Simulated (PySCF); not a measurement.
# Spinor energies of Au⁴⁺ (gold, charge +4)

Start: [Xe] 4f14 5d7; 5d3/2 filled at m_j = -3/2, -1/2, +1/2, +3/2; 5d5/2 filled at m_j = +1/2, +3/2, +5/2. Calculated with PySCF 2.14 in x2c-QZVPPall-2c (16s16p12d7f2g, 191 functions): generalised Hartree-Fock with the X2C-1e Hamiltonian and a Gaussian nucleus; one run each with spin-orbit coupling (SO) switched off, then screened by Boettger's factors.

```csv
spinor shell,electrons,"ε, spin-free (eV)","ε, screened SO (eV)",weight of nominal j (screened SO),"rms radius, screened SO (bohr)"
1s1/2,2,-81231.0,-81199.9,1.000,0.0190
2s1/2,2,-14529.1,-14519.1,1.000,0.0768
2p1/2,2,-12579.9,-13902.4,1.000,0.0651
2p3/2,4,-12579.9,-12060.6,1.000,0.0731
3s1/2,2,-3538.8,-3535.4,1.000,0.196
3p1/2,2,-2964.2,-3258.9,1.000,0.188
3p3/2,4,-2964.2,-2846.1,1.000,0.204
3d3/2,4,-2340.8,-2392.4,1.000,0.179
3d5/2,6,-2340.8,-2303.7,1.000,0.183
4s1/2,2,-846.52,-845.33,1.000,0.433
4p1/2,2,-654.89,-726.34,1.000,0.437
4p3/2,4,-654.89,-625.81,1.000,0.471
4d3/2,4,-419.68,-430.88,1.000,0.485
4d5/2,6,-419.68,-411.17,1.000,0.497
5s1/2,2,-179.75,-179.39,1.000,0.989
4f5/2,6,-156.80,-158.59,0.998,0.541
4f7/2,8,-156.80,-154.34,0.998,0.545
5p1/2,2,-125.42,-139.60,0.989,1.07
5p3/2,4,-125.42,-119.32,0.995,1.15
5d3/2,4,-62.796,-63.919,0.799,1.45
5d5/2,3,-62.796,-61.382,0.786,1.48
```

| quantity | spin-free | screened SO |
| --- | --- | --- |
| E (hartree) | -18993.85463 | -19023.48839 |
| M_J | 9/2 | 9/2 |
| ⟨J²⟩ | 24.759 | 24.762 |
| ⟨L²⟩ | 12.007 | 13.519 |
| ⟨S²⟩ | 3.752 | 3.437 |

Each row is a mean over spinors that exchange with the open shell spreads, by up to 8.644 eV (5p3/2).

Rows whose weight is well below 1 are mixtures of j = l ± 1/2: exchange outweighs spin-orbit coupling there, and the label is only the starting occupation.

Breit and QED terms are absent; they matter most for the inner s and p1/2 levels.

Densities and radii are taken from the X2C orbitals without a picture-change correction, which distorts them close to the nucleus.

Without spin-orbit coupling the j labels of p, d and f shells carry no meaning; the spin-free column gives the mean over the occupied spinors of each nl shell.
